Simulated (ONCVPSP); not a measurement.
**Pseudopotential generation for aluminium: ONCV, LDA (Perdew-Wang 92), scalar-relativistic.**

ONCVPSP 4.0.1 input, shortened (lines: element, Z, core and valence counts, functional; n l f; lmax; l rc ep ncon nbas qcut; lloc lpopt rc5 dvloc0; l nproj debl; icmod fcfact rcfact), LDA (Perdew-Wang 92), scalar-relativistic:

```
  Al 13.00    3    2  -001012      upf
    1    0    2.00
    2    0    2.00
    2    1    6.00
    3    0    2.00
    3    1    1.00
    1
    0    1.70    0.00    3    8    4.70
    1    2.25    0.00    3    7    4.20
    4    5    1.20    6.00
    0    2    1.80
    1    2    1.00
    3    2.50    1.50
```

Poles of the logarithmic derivatives, all-electron (AE) and pseudo (PS). s: poles at 2.7 (AE) and 2.6 (PS) Ha. p: poles at 1.2 (AE) and 1.2 (PS) Ha. Test radii: s 1.73, p 2.28 bohr.

- Cutoffs needed: 6.3 Ha and 8.3 Ha (the cutoffs (Ha) at which the residual kinetic energy of the hardest occupied pseudo-wave falls to 1 and 0.1 mHa per electron)
- Ghost test: no bound ghost flagged; no localised positive-energy state flagged
- Largest excitation error: +2.5 meV (all-electron minus pseudo) for 3s1 3p0, out of 4 test configurations
- rms error of d²Exc/dni dnj: 3.44 mHa without and 0.63 mHa with the model core
